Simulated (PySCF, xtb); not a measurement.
C2H6GeN2, SMILES [CH2]1N=[CH][Ge@@H]1[NH2].

GFN2-xTB run with xtb at its own geometry gives an orbital gap of 3.21 eV and a dipole moment of 2.38 D.

Geometry optimised at PBE0-D3(BJ)/def2-SVP. The structure was generated by enumeration; whether it is a known compound was not checked. One conformer was computed; it need not be the lowest.

Q: What does PySCF with PBE/def2-TZVP give? (The exact figures need the calculation; the answer reports its results.)

A: gap 3.67 eV (levels -5.43 and -1.77 eV), dipole 2.39 D.
